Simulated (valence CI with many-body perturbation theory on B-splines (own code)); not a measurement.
## Energy levels of Eu¹⁴⁺

Level of theory: valence CI with perturbative core correlation (CI+MBPT): three valence electrons over a frozen Dirac-Fock core [Kr] 4d10, radial functions for each j: 7 s, 7 p, 7 d, 7 f, 4 g, 2 h, with the one-electron correlation potential Σ1 (screened to all orders), the two-electron term Σ2, the three-electron term Σ3, Breit, model QED; selected single and double excitations, second order for the rest, scaled by the run's own slope (own B-spline code, finite nucleus).

No measured spectrum was set against this ion. As an estimate, terms of the open shell hold to a few per cent of their energy, and close levels can change places; configurations with another count of f electrons can be misplaced by thousands of cm⁻¹.

Levels 181 to 201 of 201, with energies above the lowest level, (4f5/2^2 5s) J=7/2. "Leading %" is the weight of the configuration and term that name the level; weights of strongly mixed levels are sums over their largest components and can fall short. In the jj column 3d3/2^4 stands for four electrons in 3d with j = 3/2. Lifetimes count E1, E2, E3, M1 and M2 decay at the calculated energies, and are blank where another channel may lead or the interval is too uncertain; long ones can be off by a factor of two.

| No. | Configuration | Term | J | E (eV) | Leading % | Leading jj | Lifetime | g |
| --- | --- | --- | --- | --- | --- | --- | --- | --- |
| 181 | 4f5p² | ²F° | 5/2 | 66.470 | 48 | 4f7/2 5p1/2 5p3/2 (95 %) | 56.4 ps | 0.999 |
| 182 | 5s5p² | ⁴P | 3/2 | 66.839 | 95 | 5s 5p1/2 5p3/2 (97 %) | 6.03 ns | 1.703 |
| 183 | 5s5p² | ⁴P | 5/2 | 69.052 | 62 | 5s 5p1/2 5p3/2 (89 %) | 975 ps | 1.451 |
| 184 | 4f5p² | ²F° | 5/2 | 71.571 | 30 | 4f5/2 5p3/2^2 (93 %) | 39.1 ps | 1.010 |
| 185 | 4f5p² | ⁴F° | 7/2 | 71.845 | 39 | 4f5/2 5p3/2^2 (70 %) | 38.4 ps | 1.163 |
| 186 | 4f5p² | ²D° | 3/2 | 71.874 | 48 | 4f5/2 5p3/2^2 (86 %) | 43.5 ps | 0.789 |
| 187 | 4f5p² | ²G° | 9/2 | 72.183 | 30 | 4f5/2 5p3/2^2 (83 %) | 42.9 ps | 1.099 |
| 188 | 4f5p² | ²P° | 1/2 | 72.461 | 51 | 4f5/2 5p3/2^2 (87 %) | 50.3 ps | 0.387 |
| 189 | 4f5p² | ²G° | 9/2 | 72.554 | 46 | 4f7/2 5p3/2^2 (84 %) | 39.3 ps | 1.174 |
| 190 | 5s5p² | ²D | 3/2 | 72.574 | 77 | 5s 5p1/2 5p3/2 (88 %) | 78.4 ps | 0.898 |
| 191 | 4f5p² | ⁴G° | 11/2 | 72.609 | 52 | 4f7/2 5p3/2^2 (91 %) | 46.9 ps | 1.185 |
| 192 | 4f5p² | ²P° | 3/2 | 73.324 | 49 | 4f7/2 5p3/2^2 (82 %) | 50.7 ps | 1.158 |
| 193 | 4f5p² | ²D° | 5/2 | 73.473 | 47 | 4f7/2 5p3/2^2 (87 %) | 41.1 ps | 1.092 |
| 194 | 4f5p² | ²F° | 7/2 | 73.623 | 58 | 4f7/2 5p3/2^2 (69 %) | 37.0 ps | 1.089 |
| 195 | 5s5p² | ²P | 1/2 | 74.223 | 72 | 5s 5p1/2 5p3/2 (81 %) | 27.8 ps | 1.108 |
| 196 | 4f²5d | ⁴I | 9/2 | 74.452 | 56 | 4f5/2^2 5d3/2 (78 %) | 12.8 ps | 0.812 |
| 197 | 4f²5d | ⁴K | 11/2 | 74.788 | 54 | 4f5/2^2 5d3/2 (90 %) | 17.0 ps | 0.869 |
| 198 | 4f²5d | ⁴I | 11/2 | 75.164 | 41 | 4f5/2 4f7/2 5d3/2 (88 %) | 13.9 ps | 0.979 |
| 199 | 4f²5d | ⁴G | 5/2 | 75.220 | 60 | 4f5/2^2 5d3/2 (81 %) | 14.7 ps | 0.705 |
| 200 | 4f²5d | ⁴H | 7/2 | 75.242 | 74 | 4f5/2^2 5d3/2 (75 %) | 9.90 ps | 0.735 |
| 201 | 4f²5d | ²H | 9/2 | 75.496 | 42 | 4f5/2 4f7/2 5d3/2 (62 %) | 13.6 ps | 0.914 |

Where two levels of one J and parity lie close, their mixing, g and order are uncertain.
